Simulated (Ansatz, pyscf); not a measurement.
cyclic C₂H₄Cl+ (SMILES C1C[Cl+]1) → H₃C–CH⁺–Cl, a rearrangement on the singlet surface: C–Cl, C–H broken, C–H formed. PySCF, gas phase, ωB97X-D3(BJ)/def2-SVP geometries. Wave-function energies: Ansatz (a quantum-chemistry and plane-wave program), frozen core, RHF or UHF references. In kJ/mol, from the reactant's lowest minimum found.

Cost: rough CPU time of the saddle's run relative to CCSD(T)/cc-pV(D+d)Z, from one job on a shared machine, with the HF step and its search for lower states.

```
level                      barrier  reaction energy  cost
----------------------  ----------  ---------------  ----
r²SCAN/def2-TZVP            116.01           -22.08     –
ωB97M-D3(BJ)/def2-TZVP      112.73           -18.89     –
CCSD(T)/cc-pV(D+d)Z         114.79           -24.00     1
CCSDT(Q)/cc-pV(D+d)Z    (withheld)       (withheld)   100
CCSD(T)/cc-pV(T+d)Z         121.45           -11.99    10
CCSD(T)/cc-pV(Q+d)Z     (withheld)           -11.43     –
```

### Question
Complete the blanks.

### Answer

- CCSDT(Q)/cc-pV(D+d)Z, barrier: 114.03
- CCSDT(Q)/cc-pV(D+d)Z, reaction energy: -24.37
- CCSD(T)/cc-pV(Q+d)Z, barrier: 120.44

In cc-pV(D+d)Z, going from CCSD(T) to CCSDT(Q) shifts the barrier by -0.76 and the reaction energy by -0.37 kJ/mol. With HF in the quadruple-zeta basis and the correlation energy extrapolated as X⁻³ from X = 3, 4, CCSD(T) gives 119.83 and -10.76; adding the double-zeta shift gives ΔE‡ = 119.07 and ΔE = -11.13 kJ/mol, without core correlation, relativity or geometry relaxation at these levels. One saddle was located; it need not be the lowest between these sides. The CCSD(T) − MP2 part came from Ansatz, without density fitting, on the same reference.
